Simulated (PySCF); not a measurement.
C4H14Si2 (SMILES C[SiH](C)[SiH](C)C), singlet, geometry from GFN2-xTB; DF-CAMB3LYP/6-31G** in PySCF.

The PySCF input:
```python
from pyscf import gto, scf, dft

mol = gto.M(
    atom='''
Si    0.901234   -0.284161   -0.682076
C     1.646603   -1.963095   -0.171345
C     2.283993    1.023155   -0.563237
Si   -0.902701    0.277423    0.682911
C    -2.295147   -1.017191    0.540396
C    -1.632843    1.969111    0.192702
H     0.556778   -0.398866   -2.117705
H     1.969871   -1.951520    0.865868
H     0.919141   -2.762383   -0.276479
H     2.508286   -2.223946   -0.779148
H     3.144909    0.756139   -1.169474
H     1.935002    1.994034   -0.901886
H     2.628897    1.140058    0.460400
H    -0.563113    0.369756    2.121310
H    -1.954533   -1.995607    0.865665
H    -2.637465   -1.116312   -0.485975
H    -3.156041   -0.752715    1.147751
H    -1.951044    1.974915   -0.846130
H    -0.900158    2.761439    0.313011
H    -2.495643    2.227469    0.800011
''',
    basis='6-31g**',
    charge=0,
    spin=0,
    verbose=4,
    max_memory=1800,
)

mf = dft.RKS(mol)
mf.xc = 'camb3lyp'
mf = mf.density_fit(auxbasis='def2-universal-jkfit')
mf.kernel()
```

**Question.** Predict the main parts of the log of this PySCF run.

**Answer.** 
```
PySCF version 2.14.0

[INPUT] verbose = 4
[INPUT] num. atoms = 20
[INPUT] num. electrons = 66
[INPUT] charge = 0
[INPUT] spin (= nelec alpha-beta = 2S) = 0
[INPUT] symmetry False subgroup None
[INPUT] Mole.unit = angstrom
[INPUT] Symbol           X                Y                Z      unit          X                Y                Z       unit  Magmom
[...]
nuclear repulsion = 373.241091762028
number of shells = 82
number of NR pGTOs = 308
number of NR cGTOs = 162
basis = 6-31g**
ecp = {}

******** <class 'pyscf.df.df_jk.DFRKS'> ********
method = DFRKS
initial guess = minao
damping factor = 0
level_shift factor = 0
DIIS = <class 'pyscf.scf.diis.CDIIS'>
diis_start_cycle = 1
diis_space = 8
diis_damp = 0
SCF conv_tol = 1e-09
SCF conv_tol_grad = None
SCF max_cycles = 50
direct_scf = False
XC library pyscf.dft.libxc version 7.1.2
    S. Lehtola, C. Steigemann, M. J. T. Oliveira, and M. A. L. Marques,  SoftwareX 7, 1–5 (2018)
XC functionals = camb3lyp
    T. Yanai, D. P. Tew, and N. C. Handy,  Chem. Phys. Lett. 393, 51 (2004)
radial grids:
    Treutler-Ahlrichs [JCP 102, 346 (1995); DOI:10.1063/1.469408] (M4) radial grids

becke partition: Becke, JCP 88, 2547 (1988); DOI:10.1063/1.454033
pruning grids: <function nwchem_prune>
grids dens level: 3
symmetrized grids: False
atomic radii adjust function: <function treutler_atomic_radii_adjust>
small_rho_cutoff = 0
Set gradient conv threshold to 3.16228e-05
Initial guess from minao.
tot grids = 232144
******** <class 'pyscf.df.df.DF'> ********
auxbasis = def2-universal-jkfit
Create RSH-DF object <pyscf.df.df.DF object> for omega=0.33
******** <class 'pyscf.df.df.DF'> ********
auxbasis = auxmol.basis = def2-universal-jkfit
init E= -739.783973439992
[...]
cycle= 1 E= -739.689867757268  delta_E= 0.0941  |g|= 0.472  |ddm|= 3.54
[...]
cycle= 2 E= -739.708330990319  delta_E= -0.0185  |g|= 0.398  |ddm|= 0.693
[...]
cycle= 3 E= -739.749930869632  delta_E= -0.0416  |g|= 0.0206  |ddm|= 0.323
[...]
cycle= 4 E= -739.75009948903  delta_E= -0.000169  |g|= 0.00322  |ddm|= 0.0372
[...]
cycle= 5 E= -739.750103151674  delta_E= -3.66e-06  |g|= 0.00087  |ddm|= 0.00544
[...]
cycle= 6 E= -739.750103424532  delta_E= -2.73e-07  |g|= 0.000158  |ddm|= 0.00169
[...]
cycle= 7 E= -739.750103434491  delta_E= -9.96e-09  |g|= 2.65e-05  |ddm|= 0.000275
[...]
cycle= 8 E= -739.750103434796  delta_E= -3.05e-10  |g|= 7.67e-06  |ddm|= 5.63e-05
[...]
Extra cycle  E= -739.750103434807  delta_E= -1.18e-11  |g|= 6.39e-06  |ddm|= 1.59e-05
converged SCF energy = -739.750103434807
```
